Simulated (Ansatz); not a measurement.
Molecule: CHS (charge 0, doublet). It need not be the lowest isomer of its formula. 
Structure (B3LYP-D3(BJ)/def2-TZVP (Ansatz, a first-principles code) minimum search):
```
C
H 1 1.0885
S 1 1.5568 2 132.52
```
Charge 0, spin multiplicity 2.

Basis-set convergence of Hartree-Fock and CCSD(T) correlation energies (hartree) with Ansatz. Correlated levels leave the core frozen unless marked. Open shells are spin-unrestricted. Spin-orbit coupling is left out. Non-relativistic.

The UHF reference is spin-contaminated (<S^2> 0.25 over the pure value in the largest basis). The T1 diagnostic of CCSD in the largest basis is 0.060, which is high, so the coupled-cluster rows are less sure than usual.

| basis | functions | E(HF) | E(corr, CCSD(T)) |
|---|---|---|---|
| cc-pV(D+d)Z | 42 | -435.91135 | -0.27759 |
| cc-pV(T+d)Z | 83 | -435.93575 | -0.34496 |
| cc-pV(Q+d)Z | 149 | -435.94200 | -0.36615 |

Extrapolating the two largest sets (X = 3 and 4) as X^-3: E(corr) = (64·(-0.36615) - 27·(-0.34496))/37 = -0.3816 Eh, an estimate of the basis-set limit. The largest set recovers 95.9 % of it, the smallest 72.7 %.
